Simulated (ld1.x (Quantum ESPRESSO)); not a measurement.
# Reading a pseudo-wave (In (Z = 49))

Columns: radius, all-electron u(r) and pseudo u(r) of the 5s shell (level -8.26 eV) of indium in the configuration [Kr] 4d10 5s2 5p1; PBEsol, scalar-relativistic, ultrasoft scheme, ld1.x (Quantum ESPRESSO) 7.5.

```csv
r (bohr),all-electron,pseudo
0.173,0.0789,0.0561
0.345,0.1157,0.1138
0.518,-0.2214,0.1757
0.690,-0.3230,0.2416
0.862,-0.1995,0.3117
1.035,0.0151,0.3849
1.208,0.2302,0.4580
1.380,0.4066,0.5272
1.553,0.5368,0.5893
1.725,0.6226,0.6397
1.898,0.6724,0.6754
2.070,0.6935,0.6936
2.242,0.6934,0.6934
2.415,0.6777,0.6777
2.588,0.6510,0.6510
2.760,0.6173,0.6173
2.932,0.5793,0.5793
3.105,0.5387,0.5387
3.278,0.4973,0.4973
3.450,0.4566,0.4566
3.623,0.4168,0.4168
3.795,0.3791,0.3791
3.968,0.3432,0.3432
4.140,0.3099,0.3099
4.312,0.2791,0.2791
4.485,0.2505,0.2505
```

**Question.** How many radial nodes do the two functions have?

**Answer.** The all-electron 5s function has n − l − 1 = 4 (the table is too coarse to show those close to the nucleus); the pseudo-wave has 0, since the states of the same l below it are removed with the core.

**Question.** At about which radius was the pseudo-wave matched?

**Answer.** 2.15 bohr, where the columns begin to agree (steps of 0.17 bohr).

**Question.** Where does each function peak?

**Answer.** Outermost all-electron maximum near 2.07 bohr, pseudo maximum near 2.07 bohr (to the table’s step).

**Question.** Is the pseudo-wave norm-conserving?

**Answer.** No, it belongs to an ultrasoft set: the norm inside the radius is not constrained, and the difference is carried by the augmentation charge.
